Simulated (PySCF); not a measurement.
Chlorine: highly charged ions in a basis for the neutral atom

Cl¹¹⁺ [He] 2s2 2p2, Cl¹²⁺ [He] 2s2 2p1. Computed with PySCF 2.14 in x2c-TZVPall (5s5p2d1f, 37 functions), with the spin-free X2C one-electron Hamiltonian (Gaussian nucleus). No spin-orbit coupling, so a gap to NIST mixes the basis error with missing relativistic terms.

Changed run: basis of the neutral atom used for a highly charged ion. This setting is unsound on purpose.

```
species  method  sound run (hartree)  changed run (hartree)  converged
  Cl¹¹⁺     UHF              not run             -382.38221        yes
  Cl¹¹⁺    MN15              not run             -382.64765        yes
  Cl¹¹⁺    TPSS              not run             -382.63016        yes
  Cl¹²⁺     UHF              not run             -360.54758        yes
  Cl¹²⁺    MN15              not run             -360.78832        yes
  Cl¹²⁺    TPSS              not run             -360.78296        yes
```

Ionisation energy of Cl¹¹⁺:

```json
{"method": "UHF", "changed run (eV)": "594.15", "NIST (eV)": "591.58 ± 0.19"}
{"method": "MN15", "changed run (eV)": "594.82", "NIST (eV)": "591.58 ± 0.19"}
{"method": "TPSS", "changed run (eV)": "594.49", "NIST (eV)": "591.58 ± 0.19"}
```

The contracted functions were made for the neutral atom and can be too rigid for a highly charged ion.
